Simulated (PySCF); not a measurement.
Correlation energy of Ba⁺ (barium, charge +1)

Starting occupation: [Xe] 6p1, 6p3/2 with m_j = +3/2. All numbers are calculated (PySCF 2.14, X2C-1e with screened-nucleus spin-orbit coupling, Gaussian nucleus, in x2c-TZVPall-2c (11s11p9d1f, 96 functions)). Frozen: [Kr] 4d10; 9 electrons correlated; the 24 highest virtual spinors left out.

MP2 pair energies summed by pair of shells (mhartree):

```
       pair  energy  share (%)
5p3/2-5p3/2  -48.05       32.6
5p1/2-5p3/2  -44.97       30.5
5p3/2-5s1/2  -17.68       12.0
5p1/2-5p1/2  -12.27        8.3
5p1/2-5s1/2   -9.00        6.1
5p3/2-6p3/2   -6.64        4.5
5s1/2-5s1/2   -5.53        3.8
5p1/2-6p3/2   -3.01        2.0
5s1/2-6p3/2   -0.36        0.2
```

Total MP2 correlation energy: -147.52 mhartree.

This basis was not built for core-valence correlation, so the inner-shell part is incomplete.
